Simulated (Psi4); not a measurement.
Psi4 input (wB97X-D/6-31G*):

```
memory 1500 MB

molecule {
0 2
C    -1.72551300   -0.51086100    0.16244200
C    -0.56307400    0.38637200    0.42330800
Si    1.12973700    0.11756100   -0.25120000
H    -2.54457600    0.03103800   -0.32680100
H    -2.14199600   -0.90517400    1.09766600
H    -1.46926400   -1.36260000   -0.47009300
H    -0.76134800    1.24840500    1.05353600
H     1.66560500   -1.20509700    0.16933000
H     2.04915000    1.18076900    0.21778100
H     1.11764200    0.11373300   -1.73912400
symmetry c1
no_reorient
no_com
}

set {
  basis 6-31G*
  reference uks
  scf_type pk
  dft_radial_points 99
  dft_spherical_points 590
  e_convergence 1e-8
  d_convergence 1e-7
  maxiter 150
}

e = energy('wb97x-d')
print_out(f'\nFINAL {e:.10f} DIPOLE {variable("CURRENT DIPOLE")[0]:.6f} {variable("CURRENT DIPOLE")[1]:.6f} {variable("CURRENT DIPOLE")[2]:.6f}\n')
```

From the output:

```
    Beta Virtual:

      17A      0.003996    18A      0.121099    19A      0.142688
      20A      0.178924    21A      0.209715    22A      0.226511
      23A      0.233647    24A      0.259938    25A      0.269212
      26A      0.294352    27A      0.322086    28A      0.338168
      29A      0.383450    30A      0.440330    31A      0.574369
      32A      0.641526    33A      0.667422    34A      0.677716
      35A      0.759024    36A      0.768522    37A      0.778282
      38A      0.809861    39A      0.816685    40A      0.917513
      41A      0.957355    42A      0.974767    43A      0.991517
      44A      1.058226    45A      1.060708    46A      1.093443
      47A      1.193062    48A      1.256269    49A      1.260769
      50A      1.417015    51A      1.583777    52A      1.867426
      53A      1.869875    54A      2.044298    55A      2.201907
      56A      2.212314    57A      2.337703    58A      2.417043
      59A      2.524012    60A      2.701730    61A      3.048173
      62A      4.226754    63A      4.445353

    Final Occupation by Irrep:
              A
    DOCC [    16 ]
    SOCC [     1 ]
    NA   [    17 ]
    NB   [    16 ]

  @UKS Final Energy:  -369.80568379458009

   => Energetics <=

    Nuclear Repulsion Energy =            103.6667568455320350
    One-Electron Energy =                -713.5514389577692782
    Two-Electron Energy =                 264.2503360937860180
    DFT Exchange-Correlation Energy =     -24.1681969067956679
    Empirical Dispersion Energy =          -0.0031408693332294
    VV10 Nonlocal Energy =                  0.0000000000000000
    Total Energy =                       -369.8056837945800908

  UHF NO Occupations:
  HONO-2 :   15  A 1.9996404
  HONO-1 :   16  A 1.9988789
  HONO-0 :   17  A 1.0000000
  LUNO+0 :   18  A 0.0011211
  LUNO+1 :   19  A 0.0003596
  LUNO+2 :   20  A 0.0002904
  LUNO+3 :   21  A 0.0002547

Computation Completed

Properties will be evaluated at   0.000000,   0.000000,   0.000000 [a0]

Properties computed using the SCF density matrix

 Multipole Moments:

 ------------------------------------------------------------------------------------
     Multipole            Electronic (a.u.)      Nuclear  (a.u.)        Total (a.u.)
 ------------------------------------------------------------------------------------

 L = 1.  Multiply by 2.5417464519 to convert [e a0] to [Debye]
 Dipole X            :         -0.4185631            0.0000170           -0.4185461
 Dipole Y            :          0.0131477           -0.0000113            0.0131363
 Dipole Z            :          0.1293107           -0.0000094            0.1293013
 Magnitude           :                                                    0.4382605

 ------------------------------------------------------------------------------------

FINAL -369.8056837946 DIPOLE -0.418546 0.013136 0.129301

*** Psi4 exiting successfully. Buy a developer a beer!
```

The geometry given is a B3LYP-D3(BJ)/def2-TZVP minimum.
